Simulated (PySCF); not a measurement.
Orbital picture of CsLi

PBE0 at R = 3.749 Å; basis Cs def2-TZVP with ECP46, Li def2-TZVP; scalar-relativistic core potentials; PySCF 2.14. State: ¹Σ⁺ (singlet), closed shell. Only the outer orbitals are listed, counted within each symmetry, core potentials removing the inner ones.

```json
{"orbital": "1σ", "occ.": "2", "ε (eV)": "-54.47", "on Cs (%)": "0", "main shells (%)": "100 Li s"}
{"orbital": "2σ", "occ.": "2", "ε (eV)": "-29.45", "on Cs (%)": "100", "main shells (%)": "100 Cs s"}
{"orbital": "1π", "occ.": "2", "ε (eV)": "-15.05", "on Cs (%)": "100", "main shells (%)": "100 Cs p"}
{"orbital": "1π", "occ.": "2", "ε (eV)": "-15.05", "on Cs (%)": "100", "main shells (%)": "100 Cs p"}
{"orbital": "3σ", "occ.": "2", "ε (eV)": "-14.96", "on Cs (%)": "100", "main shells (%)": "100 Cs p"}
{"orbital": "4σ", "occ.": "2", "ε (eV)": "-3.04", "on Cs (%)": "40", "main shells (%)": "58 Li s, 35 Cs s"}
{"orbital": "5σ", "occ.": "0", "ε (eV)": "-1.20", "on Cs (%)": "74", "main shells (%)": "52 Cs s, 23 Li s, 20 Cs p"}
{"orbital": "2π", "occ.": "0", "ε (eV)": "-0.51", "on Cs (%)": "72", "main shells (%)": "57 Cs p, 28 Li p, 16 Cs d"}
{"orbital": "2π", "occ.": "0", "ε (eV)": "-0.51", "on Cs (%)": "72", "main shells (%)": "57 Cs p, 28 Li p, 16 Cs d"}
```

Q: Which are the highest filled and the lowest empty level, where do they sit, and how wide is the gap?

A: Highest filled 4σ at -3.04 eV (in %: 58 Li s, 35 Cs s); lowest empty 5σ at -1.20 eV (in %: 52 Cs s, 23 Li s, 20 Cs p); the gap at PBE0 is 1.84 eV.

```json
{
  "bond order (Mayer)": "0.97",
  "⟨S²⟩": "0.000",
  "charge on Cs (Mulliken, basis-dependent)": "0.20",
  "charge on Cs (Löwdin, basis-dependent)": "0.03",
  "dipole moment (positive dipole means Cs(−)Li(+))": "-5.04 D",
  "polarisability along the bond": "523.8 bohr³",
  "polarisability across the bond": "281.1 bohr³"
}
```

Closed-shell solutions of metal pairs were not tested for spin polarisation, which can lower them a little. Spin–orbit coupling is left out.
